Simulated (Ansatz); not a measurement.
Sn(Me)(Cl)3 anion (CH3Cl3Sn), SMILES [Sn]([Cl])([CH3])([Cl])[Cl] (connectivity only; charge and spin as stated), charge -1, multiplicity 2.

Geometry: B3LYP-D3(BJ)/def2-SVPD. The multiplicity is an assumed one; no other spin state was optimised. The isomer is the one that the SMILES or the coordinates give; other isomers of the formula were not compared. The def2 effective core potentials stand for the cores of Sn; spin–orbit coupling is left out.

Two levels are set side by side: PBE/def2-SVPD (Ansatz, an electronic-structure program) and PBE0/def2-SVPD (Ansatz). Energy differences of separate SCF runs at the same geometry; the states with an electron removed or added have multiplicity 1. Differences are taken from unrounded values.

| quantity | PBE0 |
|---|---|
| vertical ionisation energy (eV) | 3.63 |

**Question.** What does PBE give, and how far is it from PBE0? (The exact figures need the calculation; the answer reports its results.)

**Answer.** 
| quantity | PBE | PBE minus PBE0 |
|---|---|---|
| vertical ionisation energy (eV) | 3.43 | -0.20 |
